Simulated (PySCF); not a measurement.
A PySCF script (with the pyscf-properties extension) for the NMR shieldings of SMILES CC[C@H]([SiH3])CC(Cl)=C=O, C6H11ClOSi, on a GFN2-xTB geometry:

```python
import basis_set_exchange as bse
import numpy as np
from pyscf import gto, dft
from pyscf.prop import nmr

atoms = """
C    -1.378949    1.373347    0.035380
C    -0.591193    0.636349   -1.039693
C     0.007681   -0.697475   -0.582695
Si   -1.309253   -1.981122   -0.054201
C     1.048059   -0.524241    0.529285
C     2.179174    0.382467    0.125794
Cl    3.298098   -0.215449   -1.085856
C     2.338893    1.601466    0.540112
O     2.474201    2.680298    0.960170
H    -0.739617    1.645730    0.871911
H    -2.196276    0.758172    0.405439
H    -1.798732    2.289983   -0.373306
H    -1.249883    0.441464   -1.889450
H     0.212410    1.287982   -1.395354
H     0.537056   -1.109973   -1.449704
H    -1.813489   -1.680911    1.287795
H    -2.403514   -1.964126   -1.023736
H    -0.675607   -3.300781   -0.028893
H     1.470759   -1.498702    0.784150
H     0.585033   -0.113800    1.427096
"""
names = dict.fromkeys(["C", "Si", "Cl", "O", "H"], "pcSseg-1")
basis = {el: gto.basis.parse(bse.get_basis(n, elements=[el], fmt="nwchem")) for el, n in names.items()}
mol = gto.M(atom=atoms, basis=basis, charge=0, verbose=0)
mf = dft.RKS(mol, xc="PBE0")
mf.grids.level = 2
mf.grids.alignment = dft.numint.BLKSIZE   # the property module wants whole blocks of grid points
mf.conv_tol = 1e-9
mf.kernel()

calc = nmr.RKS(mf)   # GIAO
C = mf.mo_coeff
Co = C[:, mf.mo_occ > 0]
resp = mf.gen_response(singlet=True, hermi=2)
def vind(x):   # induced exchange potential for any number of trial vectors
    d = np.einsum("pi,xij,qj->xpq", C, 2 * x.reshape(-1, C.shape[1], Co.shape[1]), Co, optimize=True)
    return np.einsum("xpq,pi,qj->xij", resp(d - d.transpose(0, 2, 1)), C, Co, optimize=True).ravel()
mo1, _ = nmr.rhf.solve_mo1(calc, with_cphf=vind)
sigma = calc.kernel(mo1)
for i, s in enumerate(sigma):   # ppm
    print("%2d %-2s %9.2f" % (i, mol.atom_pure_symbol(i), np.trace(s) / 3))
```

**Question.** What does it print?

**Answer.** 
```
 0 C     176.27
 1 C     162.59
 2 C     167.21
 3 Si    414.09
 4 C     154.30
 5 C     126.36
 6 Cl    902.18
 7 C     -31.90
 8 O    -113.16
 9 H      31.11
10 H      31.10
11 H      30.67
12 H      30.19
13 H      29.79
14 H      30.07
15 H      27.88
16 H      27.84
17 H      27.93
18 H      29.34
19 H      29.27
```

These numbers come from an equivalent density-fitted implementation of the same equations, which agrees with the script to about 0.01 ppm for H and up to a few tenths of a ppm for heavy atoms, so last digits may differ.

**Question.** Turn these shieldings into chemical shifts. References, each an isolated molecule treated in the same way: 13C (186.93 ppm) and 29Si (349.16 ppm) and 1H (31.72 ppm) vs TMS; HCl for 35Cl (949.78 ppm); H2O for 17O (336.08 ppm).

**Answer.** Averaging equivalent atoms: C 7: 218.8; C 5: 60.6; C 4: 32.6; C 1: 24.3; C 2: 19.7; C 0: 10.7; Si 3: -64.9; Cl 6: 48; O 8: 449.2; H 15/16/17: 3.83; H 19: 2.45; H 18: 2.38; H 13: 1.92; H 14: 1.64; H 12: 1.53; H 9/10/11: 0.76 ppm. Unscaled 17O shifts of doubly bonded oxygen tend to come out too high, by tens of ppm or more. Experimental scales use liquid or dissolved standards, which lie at an offset from isolated H2O (liquid H2O: subtract about 36 ppm).

Size and cost of the density-fitted run: 222 basis functions, 58 s wall time on 1 thread of an AMD EPYC 7R43 64-Core, shared host; peak memory 1 GiB.
